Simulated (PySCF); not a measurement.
PySCF 2.14 output of an unrestricted r2SCAN calculation on a single atom or ion in x2c-QZVPPall (13s8p7d4f2g, 118 functions), with scalar relativity by spin-free X2C-1e:

```
SCF conv_tol = 1e-09
number electrons alpha = 23  beta = 20
    J. W. Furness, A. D. Kaplan, J. Ning, J. P. Perdew, and J. Sun.,  J. Phys. Chem. Lett. 11, 8208-8215 (2020)
    J. W. Furness, A. D. Kaplan, J. Ning, J. P. Perdew, and J. Sun.,  J. Phys. Chem. Lett. 11, 9248-9248 (2020)
    J. W. Furness, A. D. Kaplan, J. Ning, J. P. Perdew, and J. Sun.,  J. Phys. Chem. Lett. 11, 8208-8215 (2020)
    J. W. Furness, A. D. Kaplan, J. Ning, J. P. Perdew, and J. Sun.,  J. Phys. Chem. Lett. 11, 9248-9248 (2020)
cycle= 1 E= -5043.10126194333  delta_E= -0.0133  |g|= 0.0306  |ddm|= 0.129
cycle= 2 E= -5043.10131184917  delta_E= -4.99e-05  |g|= 0.00827  |ddm|= 0.00757
cycle= 3 E= -5043.10131419083  delta_E= -2.34e-06  |g|= 0.000612  |ddm|= 0.00138
cycle= 4 E= -5043.10131421571  delta_E= -2.49e-08  |g|= 0.000176  |ddm|= 0.000224
cycle= 5 E= -5043.10131421967  delta_E= -3.96e-09  |g|= 7.29e-05  |ddm|= 0.00011
cycle= 6 E= -5043.10131422039  delta_E= -7.24e-10  |g|= 1.24e-06  |ddm|= 3.24e-05
converged SCF energy = -5043.10131422039  <S^2> = 3.7519946  2S+1 = 4.0009972
```

The run itself started from symmetry-adapted Hartree-Fock orbitals and held the occupation by maximum overlap, on a logarithmic radial grid, so the iterations belong to that start.

Q: Which element, charge and spin multiplicity is this?

A: Pd³⁺ (palladium, charge +3), multiplicity 4; the state was [Kr] 4d7, high-spin 4F determinant.
